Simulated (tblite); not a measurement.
C8H18S.
Geometry (GFN2-xTB, Å), atoms numbered from 1 in this order:
```
atom  x, y, z in Å
C1     2.3094   -1.5980   -0.5976
C2     2.5359   -0.1790   -0.0943
C3     1.2495    0.6409   -0.0327
C4     1.5306    2.0959    0.3125
S5     0.1250   -0.0827    1.2365
C6    -1.5354   -0.1891    0.4058
C7    -2.4765   -0.6636    1.5096
C8    -1.9657    1.1818   -0.0981
C9    -1.4878   -1.2106   -0.7225
H10    1.6029   -2.1146    0.0471
H11    1.9140   -1.5885   -1.6118
H12    3.2442   -2.1531   -0.5992
H13    3.2385    0.3350   -0.7561
H14    2.9781   -0.2125    0.9036
H15    0.7261    0.5715   -0.9877
H16    0.6062    2.6634    0.3844
H17    2.0434    2.1567    1.2699
H18    2.1601    2.5514   -0.4507
H19   -2.1480   -1.6236    1.9010
H20   -3.4872   -0.7706    1.1201
H21   -2.4900    0.0517    2.3285
H22   -1.9353    1.9078    0.7117
H23   -2.9861    1.1299   -0.4760
H24   -1.3253    1.5309   -0.9054
H25   -0.8048   -0.9031   -1.5115
H26   -1.1627   -2.1769   -0.3439
H27   -2.4789   -1.3246   -1.1595
```

All values are computed: GFN2-xTB (tblite) harmonic vibrations without scaling, gas phase. This tight-binding method is rough: wavenumbers can miss measured ones by several per cent, in bad cases by 10 to 20. One conformer, not necessarily the lowest.

Harmonic wavenumbers (cm⁻¹): 56.6, 60.0, 105.9, 146.4, 178.2, 193.2, 203.2, 225.1, 238.8, 249.1, 260.8, 291.7, 318.6, 339.8, 391.9, 394.9, 414.4, 455.8, 602.2, 651.1, 828.0, 848.7, 889.2, 960.5, 961.6, 965.3, 982.5, 1019.9, 1029.9, 1030.1, 1069.1, 1079.7, 1122.0, 1163.1, 1177.6, 1217.8, 1237.9, 1238.8, 1264.7, 1278.0, 1346.6, 1403.4, 1404.2, 1408.8, 1412.3, 1424.6, 1479.4, 1479.7, 1486.5, 1487.2, 1492.3, 1494.9, 1497.3, 1501.2, 1503.7, 1504.9, 1511.0, 2954.3, 2957.7, 2985.5, 3008.0, 3010.7, 3011.5, 3020.8, 3023.2, 3026.3, 3032.4, 3033.7, 3036.8, 3037.2, 3038.6, 3040.7, 3042.3, 3044.3, 3045.4.

A = 1909, B = 919.9, C = 781.4 MHz; mass 146.113 u (most abundant isotopes); point group C1, symmetry number 1.

What is the zero-point energy?

½Σν̃ = 53165 cm⁻¹ = 152.01 kcal/mol.

Entropy at 200 K, 1 bar (ideal gas, RRHO, classical rotation)?

Translation 38.89, rotation 28.65, vibration 25.36: S = 92.9 cal/(mol K).

And Cp and H(200 K) − H(0)?

Cp = 37.17 cal/(mol K), of which vibrations give 29.22 (their classical limit is 75 R = 149.0); H(200 K) − H(0) = 4.51 kcal/mol without the zero-point energy, 2.92 from vibrations.

How do the functions run with temperature in this model?

```json
{"T (K)": "150", "S (cal/(mol K))": "83.1", "Cp (cal/(mol K))": "31.0", "H − H(0) (kcal/mol)": "2.80", "G − H(0) (kcal/mol)": "-9.67", "ln q(vib)": "3.60"}
{"T (K)": "250", "S (cal/(mol K))": "101.8", "Cp (cal/(mol K))": "43.1", "H − H(0) (kcal/mol)": "6.51", "G − H(0) (kcal/mol)": "-18.94", "ln q(vib)": "7.25"}
{"T (K)": "298.15", "S (cal/(mol K))": "109.9", "Cp (cal/(mol K))": "49.1", "H − H(0) (kcal/mol)": "8.73", "G − H(0) (kcal/mol)": "-24.04", "ln q(vib)": "9.00"}
{"T (K)": "400", "S (cal/(mol K))": "126.2", "Cp (cal/(mol K))": "62.1", "H − H(0) (kcal/mol)": "14.40", "G − H(0) (kcal/mol)": "-36.08", "ln q(vib)": "12.62"}
{"T (K)": "600", "S (cal/(mol K))": "155.7", "Cp (cal/(mol K))": "84.0", "H − H(0) (kcal/mol)": "29.11", "G − H(0) (kcal/mol)": "-64.32", "ln q(vib)": "19.56"}
{"T (K)": "900", "S (cal/(mol K))": "194.4", "Cp (cal/(mol K))": "106.7", "H − H(0) (kcal/mol)": "57.98", "G − H(0) (kcal/mol)": "-117.00", "ln q(vib)": "29.41"}
```

q(vib) and H(0) count from the zero-point level.

Blend soft modes into free rotors: weight 1/[1 + (100 cm⁻¹/ν̃)⁴] for the oscillator and the rest for a rotor with moment μB/(μ + B), μ = h/(8π²ν), B = 10⁻⁴⁴ kg m². What vibrational entropy results?

24.13 cal/(mol K) in place of 25.36, which changes −T·S at 200 K by +0.25 kcal/mol.

Which modes carry the vibrational entropy at 200 K?

56.6 cm⁻¹: 3.79; 60.0 cm⁻¹: 3.67; 105.9 cm⁻¹: 2.58; 146.4 cm⁻¹: 1.97; 178.2 cm⁻¹: 1.62; 193.2 cm⁻¹: 1.49 cal/(mol K); the other 69 give 10.24 together.

Hindered rotation and anharmonicity are outside this model. Other conformers, if any are populated, would add a mixing term that is left out. The structure is chiral; the term R ln 2 for an equal mix with its mirror image is left out.
